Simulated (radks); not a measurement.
Spherical quantum dot in the effective-mass picture: electrons in a well V = -V0 / (1 + exp((r - R)/a)) with V0 = 17.1, R = 2.71, a = 0.3, all in effective atomic units (hartree* = m*/eps^2 hartree, bohr* = eps/m* bohr), one dielectric constant everywhere. Method: non-relativistic Kohn-Sham, r2SCAN, spin-polarised, spherical densities, generalised Kohn-Sham scheme; computed with a radial shooting solver with Libxc functionals. Levels are named by radial order and angular momentum (1s, 1p, 1d, 2s, ...), and open shells are averaged over m. Results are scaled to m* = 0.151 and eps = 16.1, for which hartree* = 15.85 meV and bohr* = 5.642 nm.

N = 15, configuration 1s2 1p6 1d(up 5, down 2). This is the lowest configuration that the search found. Occupied and some empty levels:

level,occupation,eigenvalue (meV),<r> (nm)
1s up,1,-129.59,8.470
1s down,1,-128.56,8.382
1p up,3,-120.34,9.374
1p down,3,-119.00,9.335
1d up,5,-106.77,10.07
1d down,2,-105.18,10.07
2s up,0,-92.779,7.603
2s down,0,-91.887,7.665
1f up,0,-89.817,10.66
1f down,0,-88.050,10.66
2p up,0,-73.198,8.823
2p down,0,-72.128,8.826

Energy (meV): total -2625.95, kinetic 351.62, external -3797.2, Hartree 953.19, exchange-correlation -133.55.
